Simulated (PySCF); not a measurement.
GaH, SMILES [GaH] (connectivity only; charge and spin as stated), neutral, multiplicity 1. Geometry: B3LYP-D3(BJ)/def2-TZVPD.

TDDFT-PBE0/def2-TZVPD in PySCF 2.14.0 puts the lowest singlet excitations at 2.95, 2.95, 5.49, 6.83, 6.94, 6.94 eV.

What are the lowest excitation roots from ADC(2)/aug-cc-pVDZ (PySCF)? (Estimate from the structure and the level; the computed values follow.)

3.08, 3.08, 5.52, 6.23, 6.42, 6.42 eV. S1 differs by 0.12 eV (second minus first; roots are paired by order, and the bases may differ).
